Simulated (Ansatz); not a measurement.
In₉Sb₉. The state is a singlet with charge 0. Geometry PBE-D4/def2-SVP, basis def2-SVP, Ansatz.

```xyz
18

In   -1.731   -1.998   -2.225
In    0.197    1.071   -0.939
In    1.374    4.026    0.179
In   -2.922    0.748   -0.189
In    2.129   -1.416   -2.794
In    3.943    1.572   -0.576
In   -1.076   -1.133    2.069
In   -0.285   -3.750    0.180
In    1.549    1.163    2.392
Sb   -1.965    0.720   -2.901
Sb   -3.490   -2.124    0.141
Sb    0.128   -4.062   -2.571
Sb   -1.312    2.702    1.216
Sb    1.865    2.925   -2.378
Sb    3.426    3.208    1.971
Sb   -2.274   -3.746    2.219
Sb   -1.022    1.217    3.679
Sb    1.464   -1.122    0.528
```

```json
{"run": "A", "HOMO (eV)": "-4.51", "LUMO (eV)": "-3.79"}
{"run": "B", "HOMO (eV)": "-4.33", "LUMO (eV)": "-3.70"}
{"run": "C", "HOMO (eV)": "-4.72", "LUMO (eV)": "-3.64"}
{"run": "D", "HOMO (eV)": "-4.90", "LUMO (eV)": "-3.34"}
```

In the def2 sets In, Sb take a core potential; there is no spin–orbit coupling. Single mean-field runs in def2-SVP are fitted with def2-universal-jkfit. Another isomer (singlet) lies 0.87 eV lower at PBE0-D4/def2-SVP; other spin states weren't run for this one.

Q: The runs used PBE, PBE0, r2SCAN, r2SCANh. Estimate which is which.

A: A r2SCAN (0 % exact exchange); B PBE (0 % exact exchange); C r2SCANh (10 % exact exchange); D PBE0 (25 % exact exchange). Exact exchange lowers occupied and raises empty levels; among semilocal functionals meta-GGAs tend to open the gap a little, and such runs are hard to tell apart. The gap grows from 0.63 eV (PBE) to 1.56 eV (PBE0). The restricted singlet is unstable towards broken spin symmetry in Hartree–Fock (as tested in another run); at r2SCAN-D4/def2-SVP, r2SCANh-D4/def2-SVP, PBE0-D4/def2-SVP this wasn't settled.
